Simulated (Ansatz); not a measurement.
A nudged elastic band was laid between two geometries of FGaH₃NS (7 atoms, charge 0, multiplicity 1).

Computed with RHF/def2-TZVP in Ansatz.

- movable images: 7
- climbing image: yes
- spring: 5.0 eV/Å²
- optimiser: quadratic models (default)
- start path: IDPP
- force threshold: 0.05 eV/Å
- iteration limit: 60
- end points: relaxed

Initial state:

```xyz
7
Properties=species:S:1:pos:R:3
N 0.649 1.111 -0.073
Ga 0.268 -0.630 0.183
F 1.578 -1.637 0.712
S -1.664 -1.645 -0.094
H 0.001 1.801 -0.372
H 1.556 1.489 0.077
H -2.327 -0.558 -0.479
```

Final state:

```xyz
7
Properties=species:S:1:pos:R:3
N 0.650 1.112 -0.068
Ga 0.268 -0.630 0.180
F 1.574 -1.635 0.718
S -1.662 -1.647 -0.106
H 1.554 1.491 0.092
H 0.004 1.800 -0.375
H -2.326 -0.559 -0.487
```

Task: What changes between the two ends?

Result: No bond is made or broken. The height of N1 over the plane of its neighbours goes from 0.00 to 0.00 Å. The two ends are copies of one structure, up to a mirror image or an exchange of like atoms. The height can change sign by an inversion or by a turn that exchanges like atoms.

Task: Give the energies along the band, and the barrier.

Result: It converged. The highest image is number 4 of 0 to 8, 26.5 kJ/mol above the ends, which have the same energy within 2 meV. A vibrational analysis at the climbing image gives one clearly imaginary mode, 291i cm⁻¹: a first-order saddle point.

```
image  path coordinate (Å)  energy (kJ/mol)  height of N1 over the plane of its neighbours (Å)
    0                 0.00              0.0                                               0.00
    1                 0.45              3.3                                               0.09
    2                 0.89             12.7                                               0.20
    3                 1.34             22.5                                               0.27
    4                 1.78             26.5                                               0.30
    5                 2.23             22.6                                               0.28
    6                 2.67             12.9                                               0.20
    7                 3.12              3.4                                               0.10
    8                 3.56              0.0                                               0.00
```

Task: What is the geometry of the highest image?

Result: 
```xyz
7
Properties=species:S:1:pos:R:3
N 0.400 1.228 0.147
Ga 0.174 -0.592 0.221
F 1.184 -1.582 1.231
S -1.326 -1.739 -0.897
H 0.218 1.738 0.986
H 1.264 1.557 -0.231
H -1.852 -0.678 -1.502
```

Task: What are the harmonic wavenumbers there?

Result: 291i, 142, 179, 204, 314, 427, 514, 699, 733, 769, 822, 1698, 2846, 3731, 3811 cm⁻¹.

Run time: 3.4 min on 2 threads of AMD EPYC 7R13 Processor (Zen 3) (shared host), peak memory 0.46 GiB.
